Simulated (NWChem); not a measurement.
Program: NWChem. System: Cl2 (-1), charge -1, spin multiplicity 2, at a geometry optimised with UPBE0/def2-SVP. The structure started from a generated list of species. Its SCF solution wasn't tested for a lower state. Level: G0W0@UPBE0/def2-TZVPD, RI basis def2-tzvpd-rifit.

The NWChem input:

```
start mol
memory heap 200 mb stack 700 mb global 1700 mb
charge -1
geometry units angstroms nocenter noautoz
  Cl     0.000000     0.000000     1.326639
  Cl     0.000000     0.000000    -1.326639
  symmetry group D2h
end
basis spherical
  * library def2-tzvpd
end
basis "ri basis" bse spherical
  * library def2-tzvpd-rifit
end
dft
  xc pbe0
  odft
  mult 2
  iterations 100
  direct
  tolerances tight
end
task dft energy
gw
  states alpha occ 4 vir 2
  states beta occ 4 vir 2
end
task dft gw
```

Part of the output:

```
             Northwest Computational Chemistry Package (NWChem) 7.3.0
             --------------------------------------------------------

                                NWChem Input Module
                                -------------------

 Scaling coordinates for geometry "geometry" by  1.889725989
 (inverse scale =  0.529177249)

 Turning off AUTOSYM since
 SYMMETRY directive was detected!

                             Geometry "geometry" -> ""
                             -------------------------

 Output coordinates in angstroms (scale by  1.889725989 to convert to a.u.)

  No.       Tag          Charge          X              Y              Z
 ---- ---------------- ---------- -------------- -------------- --------------
    1 Cl                  17.0000     0.00000000     0.00000000     1.32663900
    2 Cl                  17.0000     0.00000000     0.00000000    -1.32663900

 Effective nuclear repulsion energy (a.u.)      57.6389752453

            Nuclear Dipole moment (a.u.)
            ----------------------------
        X                 Y               Z
 ---------------- ---------------- ----------------
     0.0000000000     0.0000000000     0.0000000000

      Symmetry information
      --------------------

 Group name             D2h
 Group number             26
 Group order               8
 No. of unique centers     1

      Symmetry unique atoms

     1


 Summary of "ao basis" -> "" (spherical)
 ------------------------------------------------------------------------------
       Tag                 Description            Shells   Functions and Types
 ---------------- ------------------------------  ------  ---------------------
 *                         def2-tzvpd                 on all atoms

 new library libraries.bse/

 Summary of "ri basis" -> "" (spherical)
 ------------------------------------------------------------------------------
       Tag                 Description            Shells   Functions and Types
 ---------------- ------------------------------  ------  ---------------------
 *                      def2-tzvpd-rifit              on all atoms

                                 NWChem DFT Module
                                 -----------------

 Summary of "ao basis" -> "ao basis" (spherical)
 ------------------------------------------------------------------------------
       Tag                 Description            Shells   Functions and Types
 ---------------- ------------------------------  ------  ---------------------
 Cl                        def2-tzvpd               16       46   6s6p3d1f

 Summary of "ao basis" -> "ao basis" (spherical)
 ------------------------------------------------------------------------------
       Tag                 Description            Shells   Functions and Types
 ---------------- ------------------------------  ------  ---------------------
 Cl                        def2-tzvpd               16       46   6s6p3d1f

      Symmetry analysis of basis
      --------------------------

        ag         20
        au          4
        b1g         4
        b1u        20
        b2g        11
        b2u        11
        b3g        11
        b3u        11

            General Information
            -------------------
          SCF calculation type: DFT
          Wavefunction type:  spin polarized.
          No. of atoms     :     2
          No. of electrons :    35
           Alpha electrons :    18
            Beta electrons :    17
          Charge           :    -1
          Spin multiplicity:     2
          Use of symmetry is: on ; symmetry adaption is: on
          Maximum number of iterations: 100
          This is a Direct SCF calculation.
          AO basis - number of functions:    92
                     number of shells:    32
          Convergence on energy requested:  1.00D-06
          Convergence on density requested:  1.00D-05
          Convergence on gradient requested:  5.00D-04

              XC Information
              --------------
                         PBE0 Method XC Functional
                     Hartree-Fock (Exact) Exchange  0.250
          PerdewBurkeErnzerhof Exchange Functional  0.750
            Perdew 1991 LDA Correlation Functional  1.000 local
           PerdewBurkeErnz. Correlation Functional  1.000 non-local

             Grid Information
             ----------------
          Grid used for XC integration:  medium
          Radial quadrature: Mura-Knowles
          Angular quadrature: Lebedev.
          Tag              B.-S. Rad. Rad. Pts. Rad. Cut. Ang. Pts.
          ---              ---------- --------- --------- ---------
          Cl                  1.00       88          13.0       590
          Grid pruning is: on
          Number of quadrature shells:    88
          Spatial weights used:  Erf1

          Convergence Information
          -----------------------
          Convergence aids based upon iterative change in
          total energy or number of iterations.
          Levelshifting, if invoked, occurs when the
          HOMO/LUMO gap drops below (HL_TOL):  1.00D-02
          DIIS, if invoked, will attempt to extrapolate
          using up to (NFOCK): 10 stored Fock matrices.

                    Damping( 0%)  Levelshifting(0.5)       DIIS
                  --------------- ------------------- ---------------
          dE  on:    start            ASAP                start
          dE off:    2 iters        100 iters           100 iters

      Screening Tolerance Information
      -------------------------------
          Density screening/tol_rho:  1.00D-10
[...]
     8     -0.140595  1 Cl py                54     -0.140595  2 Cl py
    11     -0.065575  1 Cl py                57     -0.065575  2 Cl py

 Vector   16  Occ=1.000000D+00  E=-9.025883D-02  Symmetry=b2g
              MO Center=  1.2D-18,  2.9D-34, -1.6D-16, r^2= 3.2D+00
   Bfn.  Coefficient  Atom+Function         Bfn.  Coefficient  Atom+Function
  ----- ------------  ---------------      ----- ------------  ---------------
    16      0.381573  1 Cl px                62     -0.381573  2 Cl px
    19      0.270599  1 Cl px                65     -0.270599  2 Cl px
    13      0.182792  1 Cl px                59     -0.182792  2 Cl px
     7     -0.147861  1 Cl px                53      0.147861  2 Cl px
    10     -0.069152  1 Cl px                56      0.069152  2 Cl px

 Vector   17  Occ=1.000000D+00  E=-9.025883D-02  Symmetry=b3g
              MO Center=  3.7D-34,  3.4D-18, -3.6D-17, r^2= 3.2D+00
   Bfn.  Coefficient  Atom+Function         Bfn.  Coefficient  Atom+Function
  ----- ------------  ---------------      ----- ------------  ---------------
    17      0.381573  1 Cl py                63     -0.381573  2 Cl py
    20      0.270599  1 Cl py                66     -0.270599  2 Cl py
    14      0.182792  1 Cl py                60     -0.182792  2 Cl py
     8     -0.147861  1 Cl py                54      0.147861  2 Cl py
    11     -0.069152  1 Cl py                57      0.069152  2 Cl py

 Vector   18  Occ=0.000000D+00  E= 4.384424D-02  Symmetry=b1u
              MO Center= -2.4D-18, -2.3D-18, -3.0D-16, r^2= 4.1D+00
   Bfn.  Coefficient  Atom+Function         Bfn.  Coefficient  Atom+Function
  ----- ------------  ---------------      ----- ------------  ---------------
    18      0.377327  1 Cl pz                64      0.377327  2 Cl pz
    21      0.318755  1 Cl pz                67      0.318755  2 Cl pz
    15      0.183472  1 Cl pz                61      0.183472  2 Cl pz
    24      0.166075  1 Cl pz                70      0.166075  2 Cl pz
     9     -0.146977  1 Cl pz                55     -0.146977  2 Cl pz

 Vector   19  Occ=0.000000D+00  E= 1.651919D-01  Symmetry=b1u
              MO Center=  4.7D-33,  7.5D-33, -1.7D-15, r^2= 2.1D+01
   Bfn.  Coefficient  Atom+Function         Bfn.  Coefficient  Atom+Function
  ----- ------------  ---------------      ----- ------------  ---------------
     6      1.801978  1 Cl s                 52     -1.801978  2 Cl s
    24     -1.424203  1 Cl pz                70     -1.424203  2 Cl pz
     5     -0.284281  1 Cl s                 51      0.284281  2 Cl s
    37      0.278143  1 Cl d  0              83     -0.278143  2 Cl d  0
    18      0.169425  1 Cl pz                64      0.169425  2 Cl pz

 Vector   20  Occ=0.000000D+00  E= 1.983432D-01  Symmetry=b3u
              MO Center=  6.8D-17,  1.8D-18,  3.2D-17, r^2= 1.3D+01
   Bfn.  Coefficient  Atom+Function         Bfn.  Coefficient  Atom+Function
  ----- ------------  ---------------      ----- ------------  ---------------
    22      0.681796  1 Cl px                68      0.681796  2 Cl px
    19     -0.328309  1 Cl px                65     -0.328309  2 Cl px
    13     -0.079477  1 Cl px                59     -0.079477  2 Cl px
    38     -0.045764  1 Cl d  1              84      0.045764  2 Cl d  1
    16     -0.043367  1 Cl px                62     -0.043367  2 Cl px

   alpha - beta orbital overlaps
   -----------------------------

   alpha      1      2      3      4      5      6      7      8      9     10
    beta      1      2      3      4      5      6      8      7     10      9
 overlap   1.000  1.000  1.000  1.000  1.000  1.000  1.000  1.000  1.000  1.000

   alpha     11     12     13     14     15     16     17     18     19     20
    beta     11     12     13     14     15     16     17     18     19     22
 overlap   1.000  1.000  0.999  1.000  1.000  1.000  1.000  0.993  0.994  1.000

   alpha     21     22     23     24     25     26     27     28     29     30
    beta     20     21     23     24     25     26     27     28     29     30
 overlap   1.000  1.000  1.000  1.000  1.000  1.000  1.000  0.999  1.000  1.000

   alpha     31     32     33     34     35     36     37     38     39     40
    beta     33     31     32     34     35     36     37     38     39     41
 overlap   0.998  1.000  1.000  0.999  1.000  1.000  1.000  1.000  0.998  1.000

   alpha     41     42     43     44     45     46     47     48     49     50
    beta     40     44     45     46     42     43     49     47     48     50
 overlap   1.000  0.999  1.000  1.000  1.000  1.000  0.998  1.000  1.000  1.000

   alpha     51     52     53     54     55     56     57     58     59     60
    beta     51     52     53     54     55     56     57     58     59     60
 overlap   1.000  0.999  1.000  1.000  1.000  1.000  1.000  1.000  1.000  1.000

   alpha     61     62     63     64     65     66     67     68     69     70
    beta     61     62     63     64     65     66     73     67     68     74
 overlap   1.000  1.000  1.000  1.000  1.000  1.000  1.000  1.000  1.000  1.000

   alpha     71     72     73     74     75     76     77     78     79     80
    beta     75     69     70     71     72     76     77     78     79     80
 overlap   1.000  1.000  1.000  1.000  1.000  1.000  1.000  1.000  1.000  1.000

   alpha     81     82     83     84     85     86     87     88     89     90
    beta     81     82     83     84     85     86     87     88     89     90
 overlap   1.000  1.000  1.000  1.000  1.000  1.000  1.000  1.000  1.000  1.000

   alpha     91     92
    beta     91     92
 overlap   1.000  1.000

     --------------------------
     Expectation value of S2:
     --------------------------
      <S2> =      0.7546 (Exact =     0.7500)

 center of mass
 --------------
 x =   0.00000000 y =   0.00000000 z =   0.00000000

 moments of inertia (a.u.)
 ------------------
         439.556329430746           0.000000000000           0.000000000000
           0.000000000000         439.556329430746           0.000000000000
           0.000000000000           0.000000000000           0.000000000000

     Multipole analysis of the density
     ---------------------------------

     L   x y z        total         alpha         beta         nuclear
     -   - - -        -----         -----         ----         -------
     0   0 0 0     -1.000000    -18.000000    -17.000000     34.000000

     1   1 0 0     -0.000000     -0.000000     -0.000000      0.000000
     1   0 1 0     -0.000000     -0.000000     -0.000000      0.000000
     1   0 0 1     -0.000000      0.000000     -0.000000      0.000000

     2   2 0 0    -22.328495    -11.435583    -10.892912      0.000000
     2   1 1 0     -0.000000     -0.000000     -0.000000      0.000000
     2   1 0 1      0.000000      0.000000      0.000000      0.000000
     2   0 2 0    -22.328495    -11.435583    -10.892912      0.000000
     2   0 1 1     -0.000000     -0.000000      0.000000      0.000000
     2   0 0 2    -29.134741   -126.716706   -116.107007    213.688972

 Task  times  cpu:        2.6s     wall:        2.6s

                                NWChem Input Module
                                -------------------

                                 NWChem GW Module
                                 ----------------

                             ***********************
                             ***        GW       ***
                             ***********************

 Summary of "ri basis" -> "ri basis" (spherical)
 ------------------------------------------------------------------------------
       Tag                 Description            Shells   Functions and Types
 ---------------- ------------------------------  ------  ---------------------
 Cl                     def2-tzvpd-rifit            33      129   10s8p7d6f2g

                 Memory Information
                 ------------------
          Available GA per process is          1699.9 MBs
          Available stack per process is        700.0 MBs
          Available heap per process is           0.0 MBs

          Peak memory in Initialization
              Peak GA per process is                  7.6 MBs
              Peak stack per process is               0.1 MBs
              Peak heap per process is                7.9 MBs
              Memory not in MA per process            0.0 MBs

          Peak memory in AFF Calculation
              Peak GA per process is                 63.9 MBs
              Peak stack per process is              51.9 MBs
              Peak heap per process is                0.0 MBs
              Memory not in MA per process           51.9 MBs

          Computing 2-center integrals
          Computing Inverse Cholesky factor
          Computing 3-center integrals
          Computing V_xc ...

          Computing Sigma_x
          Computing RPA polarizability
          Solving quasiparticle equations

                  Alpha Orbitals
          State     Energy (eV)     Error (eV)
          -----------------------------------
@GW        15         -5.163           0.004
@GW        16         -4.457           0.004
@GW        17         -4.457           0.004
@GW        18         -3.701           0.004
@GW        19          5.100           0.002
@GW        20          6.355           0.002

                   Beta Orbitals
          State     Energy (eV)     Error (eV)
          -----------------------------------
@GW        14         -4.934           0.004
@GW        15         -4.934           0.004
@GW        16         -4.221           0.004
@GW        17         -4.221           0.004
@GW        18          3.210           0.005
@GW        19          5.266           0.002

   Applying  -1.5850 eV scissor-shift to rest of particle states

   Applying   0.7978 eV scissor-shift to rest of hole states

   Applying  -1.7652 eV scissor-shift to rest of particle states

   Applying   2.0168 eV scissor-shift to rest of hole states

     GW Timing Statistics
   ------------------------
   Init.   :          0.0s
     ERIs  :          0.3s
     Distr.:          0.0s
     Vxc   :          0.3s
   Sigma_x :          0.0s
   RPA     :          2.2s
   Wmn     :          0.0s
   Sigma_c :          0.0s
   GW total:          2.9s

 Task  times  cpu:        2.9s     wall:        2.9s

 Total times  cpu:        5.5s     wall:        5.5s
```
